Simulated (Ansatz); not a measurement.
Input file for Ansatz (a program for electronic structure): R-PBE0/def2-TZVPP on FH3SiSn (SMILES [F][Sn][SiH3]), a point of a torsion scan. Elements past Kr take the def2 small-core potentials; no spin–orbit coupling.

Ansatz 0.2 input:
```yaml
crystal:
  periodic: [false, false, false]
  atoms:
    - {symbol: F, position_ang: [2.66571653, 0.70335841, -0.20468239]}
    - {symbol: Sn, position_ang: [1.75665394, -1.09278414, 0.22835106]}
    - {symbol: Si, position_ang: [-0.64844820, -0.04618162, 0.04362534]}
    - {symbol: H, position_ang: [-1.32850344, -0.31214955, -1.24953524]}
    - {symbol: H, position_ang: [-0.74262541, 1.41881037, 0.18832339]}
    - {symbol: H, position_ang: [-1.65683474, -0.53795763, 1.01758424]}
basis:
  gaussian:
    orbitals: def2-TZVPP
hamiltonian:
  xc: {name: PBE0}
scf: {lower_state_search: off}
```

It printed:

```
WARN ansatz: RAYON_NUM_THREADS=1 ignored (pool sized by the plan → 1); use --threads N
Functional definition: PBE0
these checks for a lower state are left out or cut short: stability, starts, cluster_reference, orbital_swaps, neighbouring_geometries, increment
integrals: 0.08 GiB planned
1085 factors; their error is unknown
mean field: 0.67 GiB planned
mean field evaluation 1: about -16467.0153 eV, gradient 4.4e1 eV
mean field evaluation 2: about -16420.5159 eV, gradient 1.6e2 eV
mean field evaluation 4: about -16470.7685 eV, gradient 7.0e0 eV
mean field evaluation 8: about -16470.9846 eV, gradient 2.2e-1 eV
mean field evaluation 16: about -16470.9847 eV, gradient 2.3e-5 eV
mean field -16470.98465995 eV, -605.2975218189 hartree, gradient 1.7e-6 eV, S^2 0.000000; 0 other end points of the search recorded, 0 dependent functions left out
reference -16470.98469226 eV, -605.2975230061 hartree; 24, 24 occupied and 141, 141 virtual orbitals, 1085 factors
Total energy: -16470.98469226 eV, -605.2975230061 hartree
Checks for a lower state left out: stability, starts, cluster_reference, orbital_swaps, neighbouring_geometries, increment
```

Self-consistency was reached.

Cost: roughly 2.6 core-seconds.
